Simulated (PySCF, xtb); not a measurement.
Ge(I)(NH2) (GeH2IN), SMILES [I][Ge][NH2] (connectivity only; charge and spin as stated), neutral, multiplicity 1.

GFN2-xTB (xtb) at its own geometry gives an orbital gap of 3.96 eV and a dipole moment of 7.31 D.

The structure is a stationary point at r2SCAN-D4/def2-SVP. The def2 effective core potentials stand for the cores of I; spin–orbit coupling is left out. The values are those of a single conformer.

Task: What does CAM-B3LYP/def2-TZVPD (PySCF) give? (The exact figures need the calculation; the answer reports its results.)

Result: gap 7.15 eV (levels -8.28 and -1.13 eV), dipole 3.08 D.
